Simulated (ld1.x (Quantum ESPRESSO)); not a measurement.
**H: variants of one RRKJ potential**

Base potential:

H, norm-conserving RRKJ (Kleinman–Bylander form), made with ld1.x (Quantum ESPRESSO) 7.5 (BLYP, scalar-relativistic). Core none, reference 1s1. Waves: 2p channel at 0.25 Ry: rc 0.90 bohr; 1s (bound): rc 0.85 bohr. Local part: the s channel. Core correction: none.

All-electron outer shells of the reference configuration (BLYP, scalar-relativistic, ld1.x):

| shell | level (eV) | outermost node (bohr) | outermost maximum (bohr) |
| --- | --- | --- | --- |
| 1s | -6.53 | – | 1.01 |

Cutoffs, loose and tight: the cutoffs (Ry, on a coarse ladder) from which the occupation-weighted sum of valence levels, in a spherical-Bessel basis at the reference potential, stays within 10 and 1 mRy of its value at 400 Ry. They do not see the model core or the augmentation charge, which bear on the density cutoff. Test errors are all-electron minus pseudo excitation energies from the reference, over the configurations 1s0.5. A dash means not determined; rows that change the core or the reference have their own tests.

| change | outcome | cutoff, loose | cutoff, tight | bound ghosts |
| --- | --- | --- | --- | --- |
| base | generated | 30 Ry | 60 Ry | none |
| wave 2p channel at 0.25 Ry: rc 0.90 bohr becomes 2p channel at -0.17 Ry: rc 0.90 bohr | generated | 30 Ry | 60 Ry | none |
| all radii scaled by about 1.09 (s 0.92, p 0.98 bohr) | generated | 30 Ry | 50 Ry | none |
| non-relativistic | generated | 30 Ry | 60 Ry | none |
| wave 1s (bound): rc 0.85 bohr becomes 1s (bound): rc 0.70 bohr | generated | 35 Ry | 80 Ry | none |
| wave 2p channel at 0.25 Ry: rc 0.90 bohr becomes 2p channel at 0.25 Ry: rc 0.94 bohr | generated | 30 Ry | 60 Ry | none |
| type ultrasoft; waves now 1s (bound): rcut 0.75, rcutus 0.85 bohr; 1s channel at 4.6 Ry: rcut 0.75, rcutus 0.85 bohr; 2p channel at 0.25 Ry: rcut 0.80, rcutus 0.90 bohr; 2p channel at 1.25 Ry: rcut 0.80, rcutus 0.90 bohr; local potential all-electron potential smoothed inside 0.65 bohr (lloc = -1); augmentation built from norm-conserving waves at rcut, not smoothed further | generated | 25 Ry | 45 Ry | none |
| functional LDA (PZ) | generated | 30 Ry | 55 Ry | none |
